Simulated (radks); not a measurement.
Q: Species: Ba. Configuration: [Xe] 4f1 6p1 (not the ground configuration). Method: Dirac Kohn-Sham, PBEsol, spin-unpolarised, spherical densities, finite nucleus; open shells fill j = l - 1/2 first; Fermi nuclear charge, rms radius 4.8378 fm; computed with a radial shooting solver on a logarithmic mesh with Libxc functionals. Some entries of the table are withheld. Estimate them.

orbital,occ.,eigenvalue (eV),r(max) (bohr)
1s1/2,2,-37209.88,0.01643
2s1/2,2,-5880.501,0.09306
2p1/2,2,-5540.340,0.07108
2p3/2,4,-5158.872,0.07615
3s1/2,2,-1241.763,0.2667
3p1/2,2,(1),(2)
3p3/2,4,(3),(4)
3d3/2,4,-774.1649,0.2132
3d5/2,6,-758.4401,0.2164
4s1/2,2,-244.2779,0.6255
4p1/2,2,(5),0.6376
4p3/2,4,(6),0.6619
4d3/2,4,(7),0.6915
4d5/2,6,(8),0.6996
5s1/2,2,-35.5686,1.477
5p1/2,2,-22.2193,1.633
5p3/2,4,-20.1694,1.704
6p1/2,1,-2.7896,5.190
4f5/2,1,-0.2666,0.8406

A: 
(1) 3p1/2 eigenvalue (eV): -1098.885
(2) 3p1/2 r(max) (bohr): 0.2532
(3) 3p3/2 eigenvalue (eV): -1025.158
(4) 3p3/2 r(max) (bohr): 0.2643
(5) 4p1/2 eigenvalue (eV): -192.3590
(6) 4p3/2 eigenvalue (eV): -176.9739
(7) 4d3/2 eigenvalue (eV): -92.1728
(8) 4d5/2 eigenvalue (eV): -89.5644
